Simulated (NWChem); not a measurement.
System: Si2N2H5F; SMILES F[SiH]1N[SiH2]N1

Here is an NWChem input.

```
start job
memory heap 200 mb stack 900 mb global 1100 mb
geometry units angstroms noautosym nocenter noautoz
  F      0.618589     2.112108     0.000000
  Si    -0.428973     0.870635     0.000000
  N     -0.118372    -0.338911    -1.195181
  Si     0.203733    -1.577276     0.000000
  N     -0.118372    -0.338911     1.195181
  H     -1.751668     1.542191     0.000000
  H     -0.116567    -0.334650    -2.203831
  H     -0.751711    -2.727715     0.000000
  H      1.587512    -2.145404     0.000000
  H     -0.116567    -0.334650     2.203831
end
basis spherical
  * library pcsseg-1
end
dft
  xc xpbe96 cpbe96
  iterations 150
end
property
  shielding 8 1 2 3 4 6 7 8 9
end
task dft property
```

NWChem printed, in part:

```
             Northwest Computational Chemistry Package (NWChem) 7.3.0
             --------------------------------------------------------

                             Geometry "geometry" -> ""
                             -------------------------

 Output coordinates in angstroms (scale by  1.889725989 to convert to a.u.)

  No.       Tag          Charge          X              Y              Z
 ---- ---------------- ---------- -------------- -------------- --------------
    1 F                    9.0000     0.61858900     2.11210800     0.00000000
    2 Si                  14.0000    -0.42897300     0.87063500     0.00000000
    3 N                    7.0000    -0.11837200    -0.33891100    -1.19518100
    4 Si                  14.0000     0.20373300    -1.57727600     0.00000000
    5 N                    7.0000    -0.11837200    -0.33891100     1.19518100
    6 H                    1.0000    -1.75166800     1.54219100     0.00000000
    7 H                    1.0000    -0.11656700    -0.33465000    -2.20383100
    8 H                    1.0000    -0.75171100    -2.72771500     0.00000000
    9 H                    1.0000     1.58751200    -2.14540400     0.00000000
   10 H                    1.0000    -0.11656700    -0.33465000     2.20383100

 Effective nuclear repulsion energy (a.u.)     312.3178751051

  pbe96 is a nonlocal functional; adding pw91lda local functional.
                              NWChem Property Module
                              ----------------------

  itol2e modified to match energy
  convergence criterion.

                                 NWChem DFT Module
                                 -----------------

 Summary of "ao basis" -> "ao basis" (spherical)
 ------------------------------------------------------------------------------
       Tag                 Description            Shells   Functions and Types
 ---------------- ------------------------------  ------  ---------------------
 F                          pcsseg-1                 7       17   3s3p1d
 Si                         pcsseg-1                10       24   4s5p1d
 N                          pcsseg-1                 7       17   3s3p1d
 H                          pcsseg-1                 3        5   2s1p

  itol2e modified to match energy
  convergence criterion.

            General Information
            -------------------
          SCF calculation type: DFT
          Wavefunction type:  closed shell.
          No. of atoms     :    10
          No. of electrons :    56
           Alpha electrons :    28
            Beta electrons :    28
          Charge           :     0
          Spin multiplicity:     1
          Use of symmetry is: off; symmetry adaption is: off
          Maximum number of iterations: 150
          AO basis - number of functions:   124
                     number of shells:    56
          Convergence on energy requested:  1.00D-07
          Convergence on density requested:  1.00D-05
          Convergence on gradient requested:  5.00D-04

              XC Information
              --------------
          PerdewBurkeErnzerhof Exchange Functional  1.000
            Perdew 1991 LDA Correlation Functional  1.000 local
           PerdewBurkeErnz. Correlation Functional  1.000 non-local

             Grid Information
             ----------------
          Grid used for XC integration:  fine
          Radial quadrature: Mura-Knowles
          Angular quadrature: Lebedev.
          Tag              B.-S. Rad. Rad. Pts. Rad. Cut. Ang. Pts.
          ---              ---------- --------- --------- ---------
          F                   0.50       70          13.0       590
          Si                  1.10      123          11.0       770
          N                   0.65       70          10.0       590
          H                   0.35       60          13.0       590
          Grid pruning is: on
          Number of quadrature shells:   756
          Spatial weights used:  Erf1

      Superposition of Atomic Density Guess
      -------------------------------------

 Sum of atomic energies:        -788.05511748

      Non-variational initial energy
      ------------------------------

 Total energy =    -790.293180
 1-e energy   =   -1711.263603
 2-e energy   =     608.652548
 HOMO         =      -0.346456
 LUMO         =       0.018649

   convergence    iter        energy       DeltaE   RMS-Dens  Diis-err
 ---------------- ----- ----------------- --------- --------- ---------
 d= 0,ls=0.0,diis     1   -790.8073184529 -1.10D+03  1.38D-02  1.49D+00
 d= 0,ls=0.0,diis     2   -790.6492695865  1.58D-01  9.85D-03  2.93D+00
 d= 0,ls=0.0,diis     3   -790.9140873828 -2.65D-01  1.77D-03  1.72D-01
 d= 0,ls=0.0,diis     4   -790.9259288511 -1.18D-02  6.93D-04  1.61D-02
 d= 0,ls=0.0,diis     5   -790.9271454371 -1.22D-03  2.93D-04  2.76D-03
  Resetting Diis
 d= 0,ls=0.0,diis     6   -790.9273984116 -2.53D-04  7.07D-05  9.01D-05
 d= 0,ls=0.0,diis     7   -790.9274085060 -1.01D-05  1.98D-05  2.87D-06
 d= 0,ls=0.0,diis     8   -790.9274084395  6.65D-08  1.15D-05  4.00D-06
 d= 0,ls=0.0,diis     9   -790.9274088133 -3.74D-07  2.53D-06  3.25D-07
 d= 0,ls=0.0,diis    10   -790.9274088366 -2.33D-08  6.01D-07  7.97D-09

         Total DFT energy =     -790.927408836582
      One electron energy =    -1716.139723582110
           Coulomb energy =      680.524750681804
    Exchange-Corr. energy =      -67.630311041410
 Nuclear repulsion energy =      312.317875105134

 Numeric. integr. density =       56.000004284074

                       DFT Final Molecular Orbital Analysis
                       ------------------------------------

 Vector   26  Occ=2.000000D+00  E=-2.928025D-01
              MO Center= -5.3D-01,  2.1D-01, -1.3D-08, r^2= 4.5D+00
   Bfn.  Coefficient  Atom+Function         Bfn.  Coefficient  Atom+Function
  ----- ------------  ---------------      ----- ------------  ---------------
   100      0.296541   6 H  s               101      0.221334   6 H  s
   110     -0.200082   8 H  s                52     -0.189802   3 N  py
    93     -0.189802   5 N  py               49     -0.179881   3 N  py
    90     -0.179881   5 N  py               73      0.176583   4 Si py
    31     -0.165516   2 Si px                7      0.156882   1 F  px

 Vector   27  Occ=2.000000D+00  E=-2.433734D-01
              MO Center=  2.3D-02, -8.2D-01,  3.1D-08, r^2= 3.9D+00
   Bfn.  Coefficient  Atom+Function         Bfn.  Coefficient  Atom+Function
  ----- ------------  ---------------      ----- ------------  ---------------
   115      0.251424   9 H  s                51     -0.248555   3 N  px
    92     -0.248555   5 N  px              116      0.244952   9 H  s
    48     -0.227749   3 N  px               89     -0.227749   5 N  px
   110     -0.223523   8 H  s               111     -0.222203   8 H  s
   101     -0.152968   6 H  s               100     -0.137190   6 H  s

 Vector   28  Occ=2.000000D+00  E=-2.204673D-01
              MO Center= -1.2D-01, -3.2D-01, -3.2D-08, r^2= 2.4D+00
   Bfn.  Coefficient  Atom+Function         Bfn.  Coefficient  Atom+Function
  ----- ------------  ---------------      ----- ------------  ---------------
    51      0.371571   3 N  px               92     -0.371571   5 N  px
    48      0.299479   3 N  px               89     -0.299479   5 N  px
    45      0.154430   3 N  px               86     -0.154430   5 N  px
    52      0.111169   3 N  py               93     -0.111169   5 N  py
    49      0.086498   3 N  py               90     -0.086498   5 N  py

 Vector   29  Occ=0.000000D+00  E=-3.079987D-02
              MO Center=  8.5D-02, -1.1D+00, -2.1D-09, r^2= 5.1D+00
   Bfn.  Coefficient  Atom+Function         Bfn.  Coefficient  Atom+Function
  ----- ------------  ---------------      ----- ------------  ---------------
    77      0.855237   4 Si pz               44      0.578781   3 N  s
    85     -0.578781   5 N  s                36      0.369766   2 Si pz
    74      0.338487   4 Si pz               33      0.242642   2 Si pz
    52     -0.122218   3 N  py               93      0.122218   5 N  py
    43      0.107903   3 N  s                84     -0.107903   5 N  s

 Vector   30  Occ=0.000000D+00  E= 2.078649D-02
              MO Center= -3.5D-02, -4.6D-01,  1.5D-09, r^2= 7.0D+00
   Bfn.  Coefficient  Atom+Function         Bfn.  Coefficient  Atom+Function
  ----- ------------  ---------------      ----- ------------  ---------------
    76      0.925049   4 Si py               44     -0.831900   3 N  s
    85     -0.831900   5 N  s               106      0.687455   7 H  s
   121      0.687455  10 H  s               101     -0.331452   6 H  s
    35      0.321986   2 Si py              116      0.293103   9 H  s
    62      0.262985   4 Si s                75     -0.253509   4 Si px

[...]

          -----------------------------------------
          Chemical Shielding Tensors (GIAO, in ppm)
          -----------------------------------------

                                NWChem CPHF Module
                                ------------------

  scftype          =     RHF
  nclosed          =       28
  nopen            =        0
  variables        =     2688
  # of vectors     =        3
  tolerance        = 0.10D-03
  level shift      = 0.00D+00
  max iterations   =       50
  max subspace     =       30

 SCF residual:    2.6145640368181240E-005

Iterative solution of linear equations
  No. of variables     2688
  No. of equations        3
  Maximum subspace       30
        Iterations       50
       Convergence  1.0D-04

   iter   nsub   residual    time
   ----  ------  --------  ---------
     1      3    2.12D-05     117.1

      Atom:    1  F
        Diamagnetic
    473.3215     14.6326     -0.0000
     14.6326    482.5535     -0.0000
     -0.0000     -0.0000    465.7053

        Paramagnetic
   -194.3376     55.3297     -0.0000
     55.3297   -227.4528     -0.0000
     -0.0000     -0.0000   -220.9804

        Total Shielding Tensor
    278.9840     69.9623     -0.0000
     69.9623    255.1007     -0.0000
     -0.0000     -0.0000    244.7249

           isotropic =     259.6032
          anisotropy =     117.6199

          Principal Components and Axis System
                 1           2           3
              338.0164    244.7249    196.0682

      1         0.7643      0.0000     -0.6449
      2         0.6449      0.0000      0.7643
      3        -0.0000      1.0000      0.0000

      Atom:    2  Si
        Diamagnetic
    876.2909      1.0959      0.0000
      1.0959    886.3408     -0.0000
      0.0000     -0.0000    881.1250

        Paramagnetic
   -525.5720    -15.1896      0.0000
    -15.1896   -496.3161     -0.0000
      0.0000     -0.0000   -511.7314

        Total Shielding Tensor
    350.7189    -14.0937      0.0000
    -14.0937    390.0247     -0.0000
      0.0000     -0.0000    369.3936

           isotropic =     370.0458
          anisotropy =      36.7651

          Principal Components and Axis System
                 1           2           3
              394.5559    369.3936    346.1878

      1        -0.3061      0.0000      0.9520
      2         0.9520      0.0000      0.3061
      3        -0.0000      1.0000     -0.0000

      Atom:    3  N
        Diamagnetic
    300.7796     -7.9978     -0.5724
     -7.9978    326.8608     -0.1867
     -0.5724     -0.1867    334.9242

        Paramagnetic
   -107.8153      0.5647     -5.6672
      0.5647    -88.6650     35.7330
     -5.6672     35.7330    -86.0116

        Total Shielding Tensor
    192.9643     -7.4331     -6.2397
     -7.4331    238.1959     35.5463
     -6.2397     35.5463    248.9127

           isotropic =     226.6909
          anisotropy =      80.7886

          Principal Components and Axis System
                 1           2           3
              280.5500    207.7586    191.7643

      1        -0.1087     -0.0968      0.9893
      2         0.6502      0.7459      0.1445
      3         0.7520     -0.6590      0.0181

      Atom:    4  Si
        Diamagnetic
    876.0312     -2.1923      0.0000
     -2.1923    884.6864      0.0000
      0.0000      0.0000    882.7502

        Paramagnetic
   -531.0042      3.4447      0.0000
      3.4447   -555.7857      0.0000
      0.0000      0.0000   -483.2381

        Total Shielding Tensor
    345.0270      1.2524      0.0000
      1.2524    328.9007      0.0000
      0.0000      0.0000    399.5121

           isotropic =     357.8133
          anisotropy =      62.5483

          Principal Components and Axis System
                 1           2           3
              399.5121    345.1237    328.8040

      1         0.0000      0.9970     -0.0770
      2         0.0000      0.0770      0.9970
      3         1.0000     -0.0000     -0.0000

      Atom:    5  H
        Diamagnetic
     35.6641     -7.2328      0.0000
     -7.2328     27.1844     -0.0000
      0.0000     -0.0000     22.6289

        Paramagnetic
     -5.8839      3.3981     -0.0000
      3.3981     -1.8356      0.0000
     -0.0000      0.0000     -0.9459

        Total Shielding Tensor
     29.7802     -3.8348     -0.0000
     -3.8348     25.3488      0.0000
     -0.0000      0.0000     21.6830

           isotropic =      25.6040
          anisotropy =       9.5841

          Principal Components and Axis System
                 1           2           3
               31.9933     23.1356     21.6830

      1         0.8661      0.4999      0.0000
      2        -0.4999      0.8661     -0.0000
      3        -0.0000      0.0000      1.0000

      Atom:    6  H
        Diamagnetic
     21.5098     -1.0854     -0.0400
     -1.0854     25.7097      0.1874
     -0.0400      0.1874     47.6429

        Paramagnetic
      2.4299      1.1328     -0.1262
      1.1328     -0.5499      1.4043
     -0.1262      1.4043     -5.1835

        Total Shielding Tensor
     23.9397      0.0475     -0.1663
      0.0475     25.1598      1.5917
     -0.1663      1.5917     42.4594

           isotropic =      30.5196
          anisotropy =      18.1295

          Principal Components and Axis System
                 1           2           3
               42.6060     25.0182     23.9347

      1        -0.0086      0.0577      0.9983
      2         0.0908      0.9943     -0.0567
      3         0.9958     -0.0902      0.0138

      Atom:    7  H
        Diamagnetic
     27.0033      7.2352     -0.0000
      7.2352     34.6540      0.0000
     -0.0000      0.0000     22.9741

        Paramagnetic
     -1.7920     -3.9845     -0.0000
     -3.9845     -6.1328     -0.0000
     -0.0000     -0.0000     -0.5604

        Total Shielding Tensor
     25.2113      3.2507     -0.0000
      3.2507     28.5211     -0.0000
     -0.0000     -0.0000     22.4137

           isotropic =      25.3820
          anisotropy =       7.6978

          Principal Components and Axis System
                 1           2           3
               30.5139     23.2185     22.4137

      1         0.5226      0.8526      0.0000
      2         0.8526     -0.5226      0.0000
      3        -0.0000     -0.0000      1.0000

      Atom:    8  H
        Diamagnetic
     34.7571     -7.1005     -0.0000
     -7.1005     27.0693     -0.0000
     -0.0000     -0.0000     23.1212

        Paramagnetic
     -6.4573      3.3253      0.0000
      3.3253     -1.7946     -0.0000
      0.0000     -0.0000     -0.8881

        Total Shielding Tensor
     28.2998     -3.7752      0.0000
     -3.7752     25.2747     -0.0000
      0.0000     -0.0000     22.2331

           isotropic =      25.2692
          anisotropy =       8.3775

          Principal Components and Axis System
                 1           2           3
               30.8542     22.7203     22.2331

      1         0.8282      0.5604     -0.0000
      2        -0.5604      0.8282     -0.0000
      3         0.0000      0.0000      1.0000
```

Level: PBE/pcSseg-1, GIAO. Coordinates come from a PBE0/def2-SVP optimisation. The output numbers the shielded atoms by their place in the input's list. The printed shielding anisotropy is the first printed principal value minus the mean of the other two.
